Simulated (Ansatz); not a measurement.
The cluster Zn₇Se₆I₂, relaxed as a singlet with RKS r2SCAN-D4/def2-SVP in Ansatz, starting from the GFN1-xTB geometry. Force threshold 0.03 eV/Å.

In the def2 sets I takes a core potential; there is no spin–orbit coupling. Single mean-field runs in def2-SVP are fitted with def2-universal-jkfit. The structure comes from a short search, and lower isomers may exist.

Start:

| atom | x (Å) | y (Å) | z (Å) |
| --- | --- | --- | --- |
| Zn1 | 5.8021 | 2.7046 | -2.7525 |
| Zn2 | 2.6489 | 2.9787 | 0.1646 |
| Zn3 | 1.7674 | 0.6278 | -1.4172 |
| Zn4 | -4.6074 | -1.2933 | 3.5155 |
| Zn5 | -0.4142 | -2.1488 | -2.0093 |
| Zn6 | -1.2072 | 1.0962 | 1.9644 |
| Zn7 | -3.0134 | -2.6418 | 0.3566 |
| Se8 | -2.1269 | -3.5175 | -1.5745 |
| Se9 | -2.6930 | -0.5984 | 1.9918 |
| Se10 | 0.8061 | 1.7782 | 0.6668 |
| Se11 | 1.4368 | -1.0653 | -2.8465 |
| Se12 | -4.6317 | -2.9754 | 1.9326 |
| Se13 | 3.8790 | 2.2355 | -1.6816 |
| I14 | 7.9548 | 3.1559 | -3.9007 |
| I15 | -5.6014 | -0.3364 | 5.5900 |

Question: Estimate the energy that the relaxation releases and the steps that it takes.

Answer: 5.54 eV, in 68 steps; 7.7 min on 2 threads of AMD EPYC 7R13 on a shared host and a share (18 GiB) of an NVIDIA H100 80GB HBM3. No frequencies were taken in this run, so the end may be a saddle point.

Question: Does the start keep its bonding and symmetry?

Answer: Bonds lost: Zn2–Se10, Zn3–Se13, Zn7–Se9 (atoms count from 1). Bonds formed: Zn1–Se10, Zn2–Se11, Zn3–Se9, Zn5–Se9, Zn6–I14, Zn6–I15 (atoms count from 1).

Question: Predict the relaxed structure.

Answer: 
```xyz
15

Zn    2.496    2.171   -0.494
Zn    1.283    0.941   -2.978
Zn   -0.468    1.080   -0.726
Zn   -1.412   -1.069    2.176
Zn   -0.936   -1.632   -1.654
Zn    0.984    1.227    1.839
Zn   -2.780   -3.008    0.299
Se   -2.071   -3.625   -1.773
Se    0.322   -0.949    0.460
Se    0.345    3.040    0.302
Se   -0.986    0.420   -3.007
Se   -3.428   -2.155    2.305
Se    3.405    1.535   -2.546
I     3.627    1.417    1.816
I    -0.383    0.606    3.981
```
Bond lengths (bridged metal pairs left out): 16 × Se–Zn 2.25 to 2.66 Å; 4 × I–Zn 2.62 to 2.68 Å.
